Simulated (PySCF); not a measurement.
C$_{2}$H$_{8}$N, charge +1, singlet, geometry from GFN2-xTB; CAMB3LYP/STO-3G run with PySCF.

The PySCF input:
```python
from pyscf import gto, scf, dft

mol = gto.Mole()
mol.atom = '''
    C     1.136261    0.518009   -0.171366
    N     0.112235   -0.534758   -0.008391
    C    -1.247539    0.012189    0.179685
    H     2.120799    0.075126   -0.306859
    H     0.903421    1.130360   -1.040487
    H     1.155837    1.155866    0.710290
    H     0.355479   -1.118517    0.802229
    H     0.119043   -1.142407   -0.837706
    H    -1.970146   -0.792934    0.295595
    H    -1.274998    0.640065    1.068267
    H    -1.527414    0.614560   -0.682510
'''
mol.basis = 'sto-3g'
mol.charge = 1
mol.spin = 0
mol.verbose = 4
mol.build()

mf = dft.RKS(mol)
mf.xc = 'camb3lyp'
mf.grids.level = 5
mf.kernel()
```

Q: Predict the main parts of the log of this PySCF run.

A: 
```
PySCF version 2.14.0

[INPUT] verbose = 4
[INPUT] num. atoms = 11
[INPUT] num. electrons = 26
[INPUT] charge = 1
[INPUT] spin (= nelec alpha-beta = 2S) = 0
[INPUT] symmetry False subgroup None
[INPUT] Mole.unit = angstrom
[INPUT] Symbol           X                Y                Z      unit          X                Y                Z       unit  Magmom
[INPUT]  1 C      1.136261000000   0.518009000000  -0.171366000000 AA    2.147222096024   0.978895140060  -0.323834807062 Bohr   0.0
[INPUT]  2 N      0.112235000000  -0.534758000000  -0.008391000000 AA    0.212093411591  -1.010546162920  -0.015856691911 Bohr   0.0
[INPUT]  3 C     -1.247539000000   0.012189000000   0.179685000000 AA   -2.357507039714   0.023033871732   0.339555438692 Bohr   0.0
[INPUT]  4 H      2.120799000000   0.075126000000  -0.306859000000 AA    4.007729275251   0.141967564834  -0.579879468858 Bohr   0.0
[INPUT]  5 H      0.903421000000   1.130360000000  -1.040487000000 AA    1.707218265181   2.136070822163  -1.966235466170 Bohr   0.0
[INPUT]  6 H      1.155837000000   1.155866000000   0.710290000000 AA    2.184215374639   2.184270176697   1.342253569017 Bohr   0.0
[INPUT]  7 H      0.355479000000  -1.118517000000   0.802229000000 AA    0.671757953034  -2.113690795670   1.515993099184 Bohr   0.0
[INPUT]  8 H      0.119043000000  -1.142407000000  -0.837706000000 AA    0.224958667047  -2.158836352786  -1.583034912905 Bohr   0.0
[INPUT]  9 H     -1.970146000000  -0.792934000000   0.295595000000 AA   -3.723036365407  -1.498428094856   0.558593593791 Bohr   0.0
[INPUT] 10 H     -1.274998000000   0.640065000000   1.068267000000 AA   -2.409397029368   1.209547551920   2.018732057911 Bohr   0.0
[INPUT] 11 H     -1.527414000000   0.614560000000  -0.682510000000 AA   -2.886394138826   1.161350087113  -1.289756977277 Bohr   0.0

nuclear repulsion = 91.803305187613
number of shells = 17
number of NR pGTOs = 69
number of NR cGTOs = 23
basis = sto-3g
ecp = {}

******** <class 'pyscf.dft.rks.RKS'> ********
method = RKS
initial guess = minao
damping factor = 0
level_shift factor = 0
DIIS = <class 'pyscf.scf.diis.CDIIS'>
diis_start_cycle = 1
diis_space = 8
diis_damp = 0
SCF conv_tol = 1e-09
SCF conv_tol_grad = None
SCF max_cycles = 50
direct_scf = True
direct_scf_tol = 1e-13
XC library pyscf.dft.libxc version 7.1.2
    S. Lehtola, C. Steigemann, M. J. T. Oliveira, and M. A. L. Marques,  SoftwareX 7, 1–5 (2018)
XC functionals = camb3lyp
    T. Yanai, D. P. Tew, and N. C. Handy,  Chem. Phys. Lett. 393, 51 (2004)
radial grids:
    Treutler-Ahlrichs [JCP 102, 346 (1995); DOI:10.1063/1.469408] (M4) radial grids

becke partition: Becke, JCP 88, 2547 (1988); DOI:10.1063/1.454033
pruning grids: <function nwchem_prune>
grids dens level: 5
symmetrized grids: False
atomic radii adjust function: <function treutler_atomic_radii_adjust>
small_rho_cutoff = 0
Set gradient conv threshold to 3.16228e-05
Initial guess from minao.
tot grids = 316392
init E= -134.264681179068
  HOMO = -0.368652865956639  LUMO = 0.274330332607318  gap/eV = 17.49646
cycle= 1 E= -133.807059567166  delta_E= 0.458  |g|= 0.242  |ddm|= 3.62
  HOMO = -0.672195022515396  LUMO = 0.0409918677569953  gap/eV = 19.40680
cycle= 2 E= -133.820223912347  delta_E= -0.0132  |g|= 0.154  |ddm|= 0.504
  HOMO = -0.655620354416494  LUMO = 0.0929858766434605  gap/eV = 20.37061
cycle= 3 E= -133.826864784029  delta_E= -0.00664  |g|= 0.0145  |ddm|= 0.197
  HOMO = -0.65549399546657  LUMO = 0.0944061996070351  gap/eV = 20.40582
cycle= 4 E= -133.826919153046  delta_E= -5.44e-05  |g|= 0.00507  |ddm|= 0.0229
  HOMO = -0.656693266914958  LUMO = 0.0935872921323838  gap/eV = 20.41617
cycle= 5 E= -133.826927128057  delta_E= -7.98e-06  |g|= 0.000364  |ddm|= 0.00674
  HOMO = -0.65664856732944  LUMO = 0.0936127840907522  gap/eV = 20.41565
cycle= 6 E= -133.826927175162  delta_E= -4.71e-08  |g|= 1.61e-05  |ddm|= 0.000627
  HOMO = -0.65664105694952  LUMO = 0.0936110922141599  gap/eV = 20.41540
cycle= 7 E= -133.826927175312  delta_E= -1.5e-10  |g|= 1.5e-06  |ddm|= 3.9e-05
  HOMO = -0.656641275038442  LUMO = 0.0936113586761302  gap/eV = 20.41541
Extra cycle  E= -133.826927175314  delta_E= -1.59e-12  |g|= 3.61e-07  |ddm|= 3.25e-06
converged SCF energy = -133.826927175314
```
